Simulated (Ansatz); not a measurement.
Geometry optimisation, RHF/6-31G* in Ansatz.

Input:

```yaml
crystal:
  periodic: [false, false, false]
  atoms:
    - { symbol: B, position_ang: [-0.026661, -0.303178, -0.252822] }
    - { symbol: F, position_ang: [-0.063132, -0.628157, 1.043068] }
    - { symbol: "N", position_ang: [1.237482, -0.245705, -0.888001] }
    - { symbol: H, position_ang: [2.067261, -0.226068, -0.336491] }
    - { symbol: H, position_ang: [1.355566, 0.172776, -1.78283] }
    - { symbol: "N", position_ang: [-1.259959, -0.215282, -0.938921] }
    - { symbol: H, position_ang: [-2.128777, -0.260303, -0.457857] }
    - { symbol: H, position_ang: [-1.338241, 0.055524, -1.891431] }
    - { symbol: "N", position_ang: [-0.124129, 2.147813, 1.015459] }
    - { symbol: H, position_ang: [-1.057518, 2.5162, 1.007917] }
    - { symbol: H, position_ang: [0.475722, 2.878624, 1.354377] }
    - { symbol: H, position_ang: [-0.105913, 1.390356, 1.705532] }
basis:
  gaussian: { orbitals: "6-31G*" }
hamiltonian:
  xc: hf
relax:
  f_tol: 0.03
  max_steps: 50
output:
  orbitals: {}
```

Launched with:

```bash
$ ansatz run input.yaml --threads 1 --pin off --max-ram 2048MiB --backend cpu --events-out ev --progress --plain --runs-dir out
```

Problem. Where does it end, and by what steps?

Solution. The forces met the threshold. After 36 steps the energy has fallen by 0.287 eV; H8 moved furthest, 1.89 Å.

```json
{"step": "0", "energy less start (eV)": "0.0000", "largest force component (eV/Å)": "0.933", "accepted": "yes"}
{"step": "2", "energy less start (eV)": "-0.1096", "largest force component (eV/Å)": "0.309", "accepted": "yes"}
{"step": "4", "energy less start (eV)": "-0.1170", "largest force component (eV/Å)": "0.576", "accepted": "no"}
{"step": "6", "energy less start (eV)": "-0.1339", "largest force component (eV/Å)": "0.188", "accepted": "yes"}
{"step": "8", "energy less start (eV)": "-0.1328", "largest force component (eV/Å)": "0.638", "accepted": "no"}
{"step": "10", "energy less start (eV)": "-0.1426", "largest force component (eV/Å)": "0.146", "accepted": "yes"}
{"step": "12", "energy less start (eV)": "-0.1456", "largest force component (eV/Å)": "0.265", "accepted": "yes"}
{"step": "14", "energy less start (eV)": "-0.1518", "largest force component (eV/Å)": "0.092", "accepted": "yes"}
{"step": "16", "energy less start (eV)": "-0.1561", "largest force component (eV/Å)": "0.198", "accepted": "yes"}
{"step": "18", "energy less start (eV)": "-0.1615", "largest force component (eV/Å)": "0.128", "accepted": "yes"}
{"step": "20", "energy less start (eV)": "-0.1653", "largest force component (eV/Å)": "0.172", "accepted": "yes"}
{"step": "22", "energy less start (eV)": "-0.1720", "largest force component (eV/Å)": "0.157", "accepted": "yes"}
{"step": "24", "energy less start (eV)": "-0.1754", "largest force component (eV/Å)": "0.182", "accepted": "yes"}
{"step": "26", "energy less start (eV)": "-0.1876", "largest force component (eV/Å)": "0.305", "accepted": "yes"}
{"step": "28", "energy less start (eV)": "-0.2074", "largest force component (eV/Å)": "0.886", "accepted": "yes"}
{"step": "30", "energy less start (eV)": "-0.2666", "largest force component (eV/Å)": "0.167", "accepted": "yes"}
{"step": "32", "energy less start (eV)": "-0.2792", "largest force component (eV/Å)": "0.188", "accepted": "yes"}
{"step": "34", "energy less start (eV)": "-0.2851", "largest force component (eV/Å)": "0.071", "accepted": "yes"}
{"step": "36", "energy less start (eV)": "-0.2866", "largest force component (eV/Å)": "0.019", "accepted": "yes"}
```

```xyz
12
Properties=species:S:1:pos:R:3
B -0.590 -0.249 -0.609
F -1.363 0.214 0.395
N 0.686 0.314 -0.765
H 1.008 1.043 -0.162
H 1.325 0.042 -1.475
N -1.139 -1.267 -1.419
H -2.050 -1.631 -1.255
H -0.664 -1.685 -2.185
N 0.628 2.526 1.573
H 0.375 3.477 1.381
H 1.036 2.506 2.489
H -0.221 1.993 1.610
```

Whether the end is a true minimum wasn't checked by a vibrational analysis.

The run took 61 s on 1 thread of Arm Neoverse V2, with other jobs on the host, peak memory 0.16 GiB.
